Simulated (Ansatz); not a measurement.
Consider the cleavage of the Si–Si bond: `O[SiH](F)[SiH2]Cl` + `C[NH][GeH3]` → `C[N]([GeH3])[SiH](O)F` + `[SiH3]Cl`.

Isolated molecules relaxed with PBE0-D4/def2-TZVP in Ansatz; ΔE leaves out vibrations. CCSD(T)/CBS adds triple-zeta CCSD(T) − MP2 to the extrapolated MP2 energy (def2 sets, frozen cores). This one scheme is used for every species. Functionals use def2-TZVPP. B3LYP here is the variant with VWN-RPA as its local correlation; programs differ in this. For Ge outer-core shells are correlated without core-valence functions, which leaves a few kJ/mol of doubt a bond. Scalar relativity is left out up to krypton. One conformer a species, not always the lowest.

Problem. Is it downhill or uphill in electronic energy at CCSD(T)/CBS, and by how much? (Best estimate.)

Solution. Computed: Downhill: ΔE = -103.1 kJ/mol.

Problem. What do these levels give: PBE-D4, r2SCAN-D4, B3LYP-D4, ωB97X-V, ωB97M-V, B2PLYP, B3LYP, SCS-MP2/def2-TZVPP, CCSD(T)/def2-TZVPP, MP2/def2-QZVPP, HF/CBS(def2), MP2/CBS(def2)? (An estimate is asked.)

Solution. The calculation gave: PBE-D4 -77.8, r2SCAN-D4 -95.1, B3LYP-D4 -96.8, ωB97X-V -98.0, ωB97M-V -105.3, B2PLYP -101.4, B3LYP -91.9, SCS-MP2/def2-TZVPP -113.2, CCSD(T)/def2-TZVPP -107.2, MP2/def2-QZVPP -112.3, HF/CBS(def2) -112.8, MP2/CBS(def2) -110.3 kJ/mol.

Largest T1 diagnostic among the species: 0.012.

From PBE to PBE0 (25 % exact exchange), in def2-TZVPP and without D4, ΔE moves by −10.0 kJ/mol. The D4 term adds −4.9 kJ/mol with B3LYP and −2.7 kJ/mol with PBE0; it sums over pairs of atoms, weighted by their polarisabilities, and B3LYP, whose exchange is more repulsive, gets the larger term.
